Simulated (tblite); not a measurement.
Species: C9H9 (doublet state).
Structure used (GFN2-xTB), in Å, numbered top down from 1:
```xyz
18
C9H9 angstrom
C     -2.833    1.892   -1.173
C     -2.028    1.131   -0.710
C     -1.103    0.191   -0.156
C      0.221    0.121   -0.916
C      1.121   -0.949   -0.372
C      2.323   -0.737    0.065
C      3.522   -0.509    0.496
C     -1.677   -0.999    0.496
C     -1.072    0.002    1.367
H     -3.523    2.574   -1.570
H     -0.008   -0.100   -1.964
H      0.719    1.093   -0.874
H      0.694   -1.944   -0.346
H      3.719   -0.267    1.530
H      4.381   -0.560   -0.154
H     -2.686   -1.358    0.479
H     -0.084   -0.182    1.771
H     -1.697    0.605    2.019
```

Computed with GFN2-xTB (tblite): harmonic, unscaled wavenumbers at the GFN2-xTB geometry, gas phase. Against measured fundamentals such values can be off by several per cent, at times by over 20. One conformer, not necessarily the lowest. Open shells enter through the occupations alone, without spin polarisation, and single modes of such species can be off by tens of per cent.

Harmonic wavenumbers (cm⁻¹): 44.7, 46.4, 120.5, 172.7, 190.7, 204.6, 295.9, 310.9, 367.0, 426.6, 455.6, 508.5, 548.3, 631.4, 657.8, 663.5, 737.2, 848.1, 853.0, 862.4, 878.9, 900.3, 937.3, 978.0, 1028.6, 1038.4, 1049.1, 1114.7, 1148.0, 1169.7, 1186.3, 1276.9, 1331.3, 1377.0, 1440.2, 1446.9, 1465.8, 2094.9, 2255.0, 2932.1, 2973.5, 2998.8, 3023.7, 3038.3, 3068.5, 3074.1, 3136.7, 3392.0.

A = 3840, B = 869.8, C = 789.0 MHz; mass 117.070 u (most abundant isotopes); point group C1, symmetry number 1; spin multiplicity 2.

Question: What is the zero-point energy?

Answer: Half the sum of the wavenumbers: 30350 cm⁻¹ = 86.78 kcal/mol.

Question: What is S at 273.15 K and 1 bar for an ideal gas of classical rigid rotors and harmonic oscillators?

Answer: Translation 39.78, rotation 28.93, vibration 26.87, spin (R ln 2) 1.38: S = 97.0 cal/(mol K).

Question: And Cp and H(273.15 K) − H(0)?

Answer: Cp = 36.56 cal/(mol K), of which vibrations give 28.61 (their classical limit is 48 R = 95.4); H(273.15 K) − H(0) = 6.04 kcal/mol without the zero-point energy, 3.87 from vibrations.

Question: What must be added to the electronic energy to get the Gibbs energy at 273.15 K and 1 bar?

Answer: ZPE + [H(273.15 K) − H(0)] − T·S = 86.78 + 6.04 − 26.48 = 66.34 kcal/mol.

Question: Blend soft modes into free rotors: weight 1/[1 + (100 cm⁻¹/ν̃)⁴] for the oscillator and the rest for a rotor with moment μB/(μ + B), μ = h/(8π²ν), B = 10⁻⁴⁴ kg m². What vibrational entropy results?

Answer: 24.34 cal/(mol K) in place of 26.87, which changes −T·S at 273.15 K by +0.69 kcal/mol.

Question: How do the functions run with temperature in this model?

Answer: 
```tsv
T (K)	S (cal/(mol K))	Cp (cal/(mol K))	H − H(0) (kcal/mol)	G − H(0) (kcal/mol)	ln q(vib)
100	70.9	18.4	1.30	-5.79	1.90
200	86.8	28.8	3.65	-13.71	4.48
300	100.5	39.4	7.06	-23.09	7.09
500	125.0	56.7	16.78	-45.70	12.31
800	155.3	72.2	36.34	-87.91	19.73
1000	172.2	78.9	51.49	-120.70	24.28
```

q(vib) and H(0) count from the zero-point level.

Question: Which modes carry the vibrational entropy at 273.15 K?

Answer: 44.7 cm⁻¹: 4.87; 46.4 cm⁻¹: 4.79; 120.5 cm⁻¹: 2.92; 172.7 cm⁻¹: 2.24; 190.7 cm⁻¹: 2.06; 204.6 cm⁻¹: 1.93 cal/(mol K); the other 42 give 8.06 together.

Hindered rotation and anharmonicity are outside this model. Other conformers, if any are populated, would add a mixing term that is left out. The structure is chiral; the term R ln 2 for an equal mix with its mirror image is left out.
